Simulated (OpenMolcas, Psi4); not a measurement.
## A ladder of methods for SnNH4F (SMILES [NH2][SnH2][F])

SnNH4F has 7 atoms, charge 0, and is taken as a singlet. As SMILES, `[NH2][SnH2][F]`. The coordinates come from a PBE0-D4/def2-TZVP relaxation. This is one conformer, not always the lowest.

```xyz
7

N    -0.8246    0.0883   -0.9430
Sn    0.4977   -0.0651    0.5429
F     0.2339   -1.8275    1.2724
H    -1.5842    0.7414   -0.8296
H    -0.4695    0.1255   -1.8857
H     0.1131    0.9711    1.8338
H     2.0949   -0.1018   -0.0366
```

Quantity: the dipole moment, in D. The values are calculated.

```tsv
level	kind	program	value (D)	CPU time
SVWN5/def2-SVP (core potential)	LDA	OpenMolcas	3.71	17 s
BLYP/def2-SVP (core potential)	GGA	OpenMolcas	3.55	23 s
revPBE/def2-SVP (core potential)	GGA	OpenMolcas	3.56	22 s
M06-L/def2-SVP (core potential)	meta-GGA	OpenMolcas	3.75	27 s
r2SCAN/def2-SVP (core potential)	meta-GGA	OpenMolcas	3.75	27 s
BHLYP/def2-SVP (core potential)	global hybrid	OpenMolcas	4.02	18 s
PBE0-D4/def2-SVP (density fitting, core potential)	global hybrid	Psi4	3.83	8.1 s
PBE0/def2-SVP (core potential)	global hybrid	OpenMolcas	3.83	20 s
```

The values span 3.55 to 4.02 D. Magnitudes only. Times are those of the runs behind each value, whatever else they computed, on shared processors of several kinds: orders of magnitude only.
